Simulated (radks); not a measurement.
Values are calculated unless marked as measured or tabulated.
Valence configurations of Cr I (all share [Ar]). Level of theory: non-relativistic Kohn-Sham, r2SCAN, spin-polarised, spherical densities, point nucleus; open shells are filled with parallel spins first; meta-GGA in the generalised Kohn-Sham scheme (a radial shooting solver on a logarithmic mesh with Libxc functionals). Energies are relative to 3d5 4s1; eigenvalues in eV for spin up.

valence          E (eV)  moment (Bohr magnetons)    e(3d)   e(4p)   e(4s)
3d5 4s1           0.000                        6   -3.968       -  -4.607
3d4 4s1 4p1       4.483                        6   -8.827  -2.547  -6.624
3d6               4.949                        4   -4.430       -       -
3d5 4s0.5 4p0.5   1.733                        6   -4.684  -1.540  -4.942
3d4 4p2           8.540                        6  -10.108  -3.136       -
3d5 4p1           3.410                        6   -5.364  -1.898       -
3d5.5 4s0.5       2.581                        5   -5.228       -  -5.460
3d4 4s2           2.674                        4   -7.738       -  -5.400
3d4.5 4s1 4p0.5   1.817                        6   -6.285  -1.856  -5.627
3d4.5 4s1.5       1.231                        5   -5.798       -  -5.096

NIST lists [Ar] 3d5 4s1 as the ground configuration; this level of theory agrees among the configurations tried. The energies are those of spherical high-spin densities, not of single terms.
